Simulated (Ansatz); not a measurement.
Isolated molecules relaxed with PBE0-D4/def2-TZVP in Ansatz; ΔE leaves out vibrations. CBS: MP2 limit from def2 TZ/QZ plus the TZ coupled-cluster correction, frozen cores. Functionals use def2-TZVPP. B3LYP here is the variant with VWN-RPA as its local correlation; programs differ in this. One conformer a species, not always the lowest.

Reaction (formal exchange of groups at the Si–S bond): `N=C(F)S[SiH2]N` + `N=C[SiH3]` → `N=C([SiH3])[SiH2]N` + `N=C(F)S`

| level | ΔE (kJ/mol) | difference from CCSD(T)/CBS |
| --- | --- | --- |
| PBE0-D4 | 70.5 | -1.2 |
| ωB97X-V | 72.9 | 1.2 |
| PBE | 68.3 | -3.4 |
| r2SCAN | 71.1 | -0.6 |
| B3LYP | 71.7 | 0.0 |
| HF/def2-TZVPP | 78.1 | 6.4 |
| SCS-MP2/def2-TZVPP | 73.0 | 1.3 |
| CCSD(T)/def2-TZVPP | 69.3 | -2.4 |
| HF/def2-QZVPP | 77.5 | 5.8 |
| CCSD/CBS(def2) | 73.0 | 1.3 |
| CCSD(T)/CBS | 71.7 | 0 |

Largest T1 diagnostic among the species: 0.014.

In def2-TZVPP, CCSD(T) changes the Hartree–Fock value by −8.8 kJ/mol (the triples alone add −1.3 kJ/mol) and MP2 by −4.9 kJ/mol. From PBE to PBE0 (25 % exact exchange), in def2-TZVPP and without D4, ΔE moves by +3.6 kJ/mol.
